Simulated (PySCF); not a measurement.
Telling isomers of C$_{7}$H$_{14}$F$_{2}$Si apart by NMR

All values are calculated (PySCF 2.14): GFN2-xTB structure, GIAO PBE0/pcSseg-1 shieldings. Gas phase, rapidly exchanging positions averaged, non-relativistic, single conformer.

δ = σ(ref) − σ, references computed at the same level: TMS for $^{1}$H (σref 31.72), $^{13}$C (σref 186.93). Splittings of carbon signals by F and P are missing where no couplings were computed. Where no couplings were computed, multiplicities follow the n + 1 count of equivalent neighbours, and m marks all less simple cases (inequivalent or close neighbours, rings, F or P nearby). Shifts are as computed. Against solution values, carbons near 30 ppm lie about +3 ppm off and those near 130 ppm about +5 ppm. Of 1211 compounds with measured shifts, 218 miss one by over three times the rms of a fit or turn the order of signals round; such compounds aren't used in these exercises.

(1) Tabulate the signals of `C[C@@H]1[C@@H](F)CC[Si@H](C)[C@H]1F`, `C[C@@H]1[C@@H](F)[Si@@H](C)CC[C@@H]1F`, `CC(C)(C)/C(F)=C(/[SiH3])CF` and their relative energies.

(2) What is the quickest way to tell C[C@@H]1[C@@H](F)CC[Si@H](C)[C@H]1F from CC(C)(C)/C(F)=C(/[SiH3])CF?

(3) What is the quickest way to tell C[C@@H]1[C@@H](F)[Si@@H](C)CC[C@@H]1F from CC(C)(C)/C(F)=C(/[SiH3])CF?

(4) What is the quickest way to tell C[C@@H]1[C@@H](F)CC[Si@H](C)[C@H]1F from C[C@@H]1[C@@H](F)[Si@@H](C)CC[C@@H]1F?

Results:

(1) 
```json
{"SMILES": "C[C@@H]1[C@@H](F)CC[Si@H](C)[C@H]1F", "carbon types": "3×CH 2×CH2 2×CH3", "δC": "98.1, 94.5, 49.5, 34.4, 17.7, 8.8, -5.9", "δH": "4.28 (m, 1H), 4.12 (m, 1H), 3.82 (m, 1H), 2.42 (m, 1H), 2.03 (m, 1H), 1.68 (m, 1H), 1.40 (d, 3H), 1.00 (m, 1H), 0.44 (m, 1H), 0.23 (d, 3H)", "E rel. (kcal/mol)": "0.1"}
{"SMILES": "C[C@@H]1[C@@H](F)[Si@@H](C)CC[C@@H]1F", "carbon types": "3×CH 2×CH2 2×CH3", "δC": "94.9, 92.5, 44.7, 27.0, 10.1, 9.4, -7.5", "δH": "5.02 (m, 1H), 4.78 (m, 1H), 4.40 (m, 1H), 2.84 (m, 1H), 2.15 (m, 1H), 1.85 (m, 1H), 1.05 (m, 1H), 1.00 (d, 3H), 0.88 (m, 1H), 0.21 (d, 3H)", "E rel. (kcal/mol)": "0.0"}
{"SMILES": "CC(C)(C)/C(F)=C(/[SiH3])CF", "carbon types": "3×C 1×CH2 3×CH3", "δC": "179.9, 113.8, 82.6, 38.9, 29.6", "δH": "5.59 (m, 2H), 4.24 (s, 3H), 1.23 (s, 9H)", "E rel. (kcal/mol)": "36.1"}
```

Energies are electronic energies at PBE0/pcSseg-1 on these geometries, without zero-point or thermal terms, each for the one conformer computed, which needn't be the lowest.

(2) Count the carbon signals: 7 against 5. The first has an sp3 CH bonded to F at 98.1 ppm, the second a fully substituted alkene carbon (C) at 179.9 ppm. In the proton spectra the most deshielded non-exchanging signals are 4.28 (m, 1H) and 5.59 (m, 2H).

(3) Count the carbon signals: 7 against 5. The first has an sp3 CH bonded to F at 94.9 ppm, the second a fully substituted alkene carbon (C) at 179.9 ppm. In the proton spectra the most deshielded non-exchanging signals are 5.02 (m, 1H) and 5.59 (m, 2H).

(4) Both give the same number of carbon signals, with the same numbers of each carbon type, so the positions decide. The first has a methyl carbon (CH3) at 17.7 ppm, the second a methyl carbon (CH3) at 10.1 ppm. Their most deshielded carbons lie at 98.1 and 94.9 ppm. In the proton spectra the most deshielded non-exchanging signals are 4.28 (m, 1H) and 5.02 (m, 1H).
